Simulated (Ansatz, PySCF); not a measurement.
Process, species as SMILES: Cl[Se]Cl [chloro selenohypochlorite] → Cl[Se] + Cl atom (the Cl-Se bond at the site shown breaks; other sites are not compared here)
Each molecule is optimised on its own at B3LYP-D3(BJ)/def2-TZVP (Ansatz, a first-principles code).

Property: bond dissociation energy (enthalpy at 298 K, with B3LYP-D3(BJ) rigid-rotor harmonic-oscillator terms from PySCF), in kJ/mol. Valence correlation only, unless marked. UHF or UKS for open shells. No spin-orbit coupling. Frozen are the shells of the preceding noble gas and the d and f shells that filled before the atom's block. No relativistic terms. Basis-set limits of correlation are two-point, X^-3; Hartree-Fock from the larger set.

```json
[
 {"level": "LC-wPBE-D4/def2-TZVPD", "program": "Ansatz + dftd4", "bond dissociation energy (kJ/mol)": "241.2", "minus last row": "-18.6"},
 {"level": "MP2/6-31G*", "program": "Ansatz", "bond dissociation energy (kJ/mol)": "211.5", "minus last row": "-48.3"},
 {"level": "RI-MP2/def2-TZVPP", "program": "Ansatz", "bond dissociation energy (kJ/mol)": "258.7", "minus last row": "-1.1"},
 {"level": "RI-MP2/def2-TZVPPD", "program": "Ansatz", "bond dissociation energy (kJ/mol)": "262.0", "minus last row": "2.2"},
 {"level": "SCS-MP2/def2-TZVPP", "program": "Ansatz", "bond dissociation energy (kJ/mol)": "245.9", "minus last row": "-13.9"},
 {"level": "CCSD(T)/def2-QZVPP", "program": "Ansatz", "bond dissociation energy (kJ/mol)": "251.3", "minus last row": "-8.5"},
 {"level": "CCSD(T)/CBS(def2-TZVPP,def2-QZVPP)", "program": "Ansatz", "bond dissociation energy (kJ/mol)": "259.8", "minus last row": "0.0"}
]
```
